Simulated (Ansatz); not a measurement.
Geometry optimisation, RKS PBE-D4/def2-SVP in Ansatz.

Input:

```yaml
crystal:
  periodic: [false, false, false]
  atoms:
    - { symbol: Hf, position_ang: [0.362646, 0.433698, -0.450591] }
    - { symbol: "N", position_ang: [-0.461839, 0.252859, 2.82959] }
    - { symbol: H, position_ang: [-1.166915, 0.813783, 3.321562] }
    - { symbol: H, position_ang: [-0.278958, -0.582563, 3.397003] }
    - { symbol: F, position_ang: [1.300149, 0.807448, -2.065223] }
    - { symbol: Cl, position_ang: [-1.760949, 1.421443, -0.760185] }
    - { symbol: Cl, position_ang: [0.38256, -1.923898, -0.286871] }
    - { symbol: O, position_ang: [1.506641, 1.354527, 0.945092] }
    - { symbol: H, position_ang: [2.315425, 1.868746, 0.772574] }
    - { symbol: H, position_ang: [0.42004, 0.810856, 2.797348] }
basis:
  gaussian: { orbitals: def2-SVP }
hamiltonian:
  xc: pbe
  dispersion: d4
relax:
  f_tol: 0.03
  max_steps: 50
```

Command:

```bash
$ ansatz run input.yaml --threads 4 --pin off --max-ram 5120MiB --backend cpu --events-out ev --progress --plain --runs-dir out
```

Q: Where does it end, and by what steps?

A: It converged. After 10 steps the energy has fallen by 0.829 eV; H3 moved furthest, 0.77 Å. Joined: Hf1–N2 (3.39 → 2.45 Å).

| step | energy less start (eV) | largest force component (eV/Å) | accepted |
| --- | --- | --- | --- |
| 0 | 0.0000 | 1.571 | yes |
| 1 | -0.2969 | 0.567 | yes |
| 2 | -0.5906 | 0.844 | yes |
| 3 | -0.7250 | 1.218 | yes |
| 4 | -0.8036 | 0.507 | yes |
| 5 | -0.8170 | 0.164 | yes |
| 6 | -0.8174 | 0.160 | yes |
| 7 | -0.8257 | 0.158 | yes |
| 8 | -0.8271 | 0.109 | yes |
| 9 | -0.8284 | 0.043 | yes |
| 10 | -0.8286 | 0.003 | yes |

```xyz
10
Properties=species:S:1:pos:R:3
Hf 0.340 0.459 0.049
N -0.350 0.281 2.389
H -1.274 0.697 2.572
H -0.379 -0.690 2.731
F 0.999 0.681 -1.745
Cl -1.789 1.539 -0.185
Cl 0.484 -1.928 0.221
O 1.745 1.486 0.943
H 2.510 1.943 0.553
H 0.333 0.788 2.972
```

Whether the end is a true minimum wasn't checked by a vibrational analysis.

Run time: 27 s on 4 threads of Arm Neoverse V2, on a shared host, peak memory 0.2 GiB.
